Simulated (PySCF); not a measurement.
## `c1([BH3-])ccc(C)o1`, [C5H8BO]-, charge -1

Geometry:
```json
{"atom": "B1", "x (Å)": "2.288", "y (Å)": "-0.697", "z (Å)": "-0.281"}
{"atom": "C2", "x (Å)": "0.837", "y (Å)": "-0.043", "z (Å)": "-0.100"}
{"atom": "C3", "x (Å)": "0.371", "y (Å)": "1.251", "z (Å)": "0.001"}
{"atom": "C4", "x (Å)": "-1.054", "y (Å)": "1.206", "z (Å)": "0.144"}
{"atom": "C5", "x (Å)": "-1.386", "y (Å)": "-0.119", "z (Å)": "0.125"}
{"atom": "C6", "x (Å)": "-2.676", "y (Å)": "-0.845", "z (Å)": "0.227"}
{"atom": "O7", "x (Å)": "-0.268", "y (Å)": "-0.863", "z (Å)": "-0.020"}
{"atom": "H8", "x (Å)": "3.137", "y (Å)": "0.212", "z (Å)": "-0.289"}
{"atom": "H9", "x (Å)": "2.342", "y (Å)": "-1.330", "z (Å)": "-1.354"}
{"atom": "H10", "x (Å)": "2.525", "y (Å)": "-1.487", "z (Å)": "0.654"}
{"atom": "H11", "x (Å)": "1.004", "y (Å)": "2.136", "z (Å)": "-0.025"}
{"atom": "H12", "x (Å)": "-1.749", "y (Å)": "2.039", "z (Å)": "0.250"}
{"atom": "H13", "x (Å)": "-2.905", "y (Å)": "-1.421", "z (Å)": "-0.688"}
{"atom": "H14", "x (Å)": "-3.499", "y (Å)": "-0.134", "z (Å)": "0.394"}
{"atom": "H15", "x (Å)": "-2.673", "y (Å)": "-1.568", "z (Å)": "1.062"}
```

Total charge -1.

Method used: quadratic response CAM-B3LYP/def2-SVPD first hyperpolarisability, Taylor convention, gas phase (PySCF 2.14.0). Geometry: PBE0-D3(BJ)/def2-SVP.

For a gas-phase anion, states above the detachment energy (about 2.5 eV, taken as minus the energy of the highest occupied orbital) lie in the continuum and depend on the basis.

Task: Give the tensor of the second harmonic β(−2ω;ω,ω) at 1064 nm in the axes of these coordinates.

Result: In au, Taylor convention; rows are the first index (the induced dipole):
```csv
,xx,yy,zz,xy,xz,yz
x,+254.4,+24.9,-42.4,+72.3,-30.5,+1.6
y,+67.0,+22.1,+33.2,+26.4,+2.2,-5.4
z,-30.8,-5.4,+21.3,+1.6,-41.9,+33.2
```
Norm of βᵢ = ⅓ Σⱼ (βᵢⱼⱼ + βⱼᵢⱼ + βⱼⱼᵢ): 269.9 au, hyper-Rayleigh value 120.3 au.
